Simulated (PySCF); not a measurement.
# Computed data sheet: `[C@H]1(F)[C@@H](O1)[C@H](C#N)C`

C5H6FNO.
Structure used (GFN2-xTB), in Å, numbered top down from 1:
```xyz
14
C5H6FNO angstrom
C     -1.289   -0.975    0.096
C     -0.503    0.194   -0.509
C     -1.362    1.356   -0.620
N     -2.056    2.259   -0.692
C      0.699    0.538    0.356
O      1.844    1.070   -0.271
C      1.955   -0.199    0.225
F      2.735   -0.355    1.318
H     -1.638   -0.720    1.094
H     -2.153   -1.205   -0.523
H     -0.658   -1.857    0.162
H     -0.154   -0.062   -1.516
H      0.474    0.973    1.327
H      2.106   -1.020   -0.469
```

Structural features include: nitrile, ether, epoxide and C–F bond.

**GFN2-xTB geometry**

```
Point group of the GFN2-xTB geometry                  : C1
Rotational constants A, B, C of the GFN2-xTB geometry : 4.307, 1.193, 1.009 GHz
```

**PBE0/def2-SVPD ground state and vertical TDDFT (core frozen in the response) (PySCF)**

```
Dipole moment                                                     : 4.32 D
HOMO energy                                                       : -9.10 eV
LUMO energy                                                       : 0.07 eV
HOMO–LUMO gap                                                     : 9.17 eV
Lowest singlet excitation                                         : 7.77 eV (160 nm, f = 0.000)
Strongest line among the 6 lowest singlet transitions             : S6 at 8.63 eV (144 nm, f = 0.030)
Lowest triplet excitation (Tamm–Dancoff)                          : 6.45 eV
Static isotropic polarisability                                   : 64.4 au
Electronic spatial extent ⟨r²⟩ about the centre of nuclear charge : 1087 bohr²
```

From PBE0/pcSseg-1 ground state and GIAO shieldings, non-relativistic (PySCF):

```
Lowest Hirshfeld atomic charge                              : -0.22 e on N4
Highest Hirshfeld atomic charge                             : +0.11 e on C7
13C chemical shifts (computed TMS as zero) by class         : 124.8 (C3), 90.1 (C7), 57.9 (C5), 28.8 (C2), 17.9 (C1) ppm
1H chemical shifts (computed TMS as zero) by class          : 5.07 (H14), 3.03 (H13), 1.79 (H12), 1.43 (H9/H10/H11) ppm
Isotropic shieldings of nuclei other than C and H, by class : -35 (N4), 249 (O6), 347 (F8) ppm
Mayer bond orders between heavy atoms                       : C1–C2 1.01, C2–C3 0.98, C3–N4 3.07, C2–C5 0.95, C5–O6 0.91, O6–C7 1.01, C7–F8 0.96, C7–C5 0.99
```

Monoisotopic mass (most abundant isotopes): 115.0433 u.

The rotational constants make it an asymmetric top with κ = (2B − A − C)/(A − C) = -0.89, nearer the prolate limit (−1). In wavenumbers S1 is 62600 cm⁻¹ (1 eV = 8065.54 cm⁻¹). The vertical singlet–triplet gap S1 − T1 is 1.32 eV (TDDFT singlet less Tamm–Dancoff triplet). A dipole of 4.32 D is allowed in C1, and pure rotational transitions are dipole-allowed. The principal polarisabilities are 53.3, 60.6 and 79.5 au; their mean is the isotropic value.

The structure is a single GFN2-xTB conformer in the gas phase; no vibrational or solvent corrections. NMR classes are plain means over equivalent atoms (diastereotopic ones count apart unless rotation or inversion swaps them), as if these changed places fast; in this geometry the members of some classes differ.
